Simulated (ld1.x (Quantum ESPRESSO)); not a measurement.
## How hard is this Zr (Z = 40) ultrasoft potential?

zirconium (Zr), ultrasoft, made with ld1.x (Quantum ESPRESSO) 7.5 (PBE, scalar-relativistic). Core [Kr], reference 4d2 5s0 5p0 (charge +2). Waves: 5s (bound, empty): rcut 2.60, rcutus 3.10 bohr; 5s channel at 2.4 Ry: rcut 2.60, rcutus 3.10 bohr; 5p (bound, empty): rcut 2.70, rcutus 3.40 bohr; 5p channel at 3.5 Ry: rcut 2.70, rcutus 3.40 bohr; 4d (bound): rcut 1.65, rcutus 1.95 bohr; 4d channel at -0.7 Ry: rcut 1.65, rcutus 1.95 bohr. Local part: all-electron potential smoothed inside 2.00 bohr (lloc = -2). Core correction: none. Augmentation charge: PSQ, radius 1.60 bohr.

The pseudo-atom Hamiltonian at the reference potential is diagonalised in spherical Bessel functions j_l(qr) that vanish at 20 bohr, with q² up to the cutoff. All-electron valence levels (Ry): 5s -1.1788, 5p -0.8576, 4d -1.2715.

How do the lowest levels (Ry) of each channel move with the cutoff, and are there ghosts?

| cutoff (Ry) | s #1 | p #1 | p #2 | d #1 | d #2 | f #1 | f #2 | Σ f·Δε (mRy) |
| --- | --- | --- | --- | --- | --- | --- | --- | --- |
| 8 | -1.1788 | -0.8576 | -0.3739 | -1.0047 | -0.4004 | -0.3145 | -0.1750 | 533.6 |
| 12 | -1.1788 | -0.8576 | -0.3739 | -1.1571 | -0.4345 | -0.3152 | -0.1755 | 228.8 |
| 18 | -1.1788 | -0.8576 | -0.3739 | -1.2534 | -0.4531 | -0.3154 | -0.1757 | 36.3 |
| 21 | -1.1788 | -0.8576 | -0.3739 | -1.2652 | -0.4552 | -0.3154 | -0.1757 | 12.7 |
| 30 | -1.1788 | -0.8576 | -0.3739 | -1.2712 | -0.4563 | -0.3154 | -0.1757 | 0.6 |
| 40 | -1.1788 | -0.8576 | -0.3739 | -1.2714 | -0.4564 | -0.3154 | -0.1757 | 0.3 |
| 400 | -1.1788 | -0.8576 | -0.3739 | -1.2715 | -0.4564 | -0.3154 | -0.1757 | 0.0 |

Result: ghost state, extra bound levels that the all-electron valence spectrum of the same l lacks: s at -11.7 eV (a true bound ghost makes a file unfit for plane-wave use); 10 mRy is reached at 25 Ry and 1 mRy at 30 Ry.

1 of 7 tests not solved or not reliable.
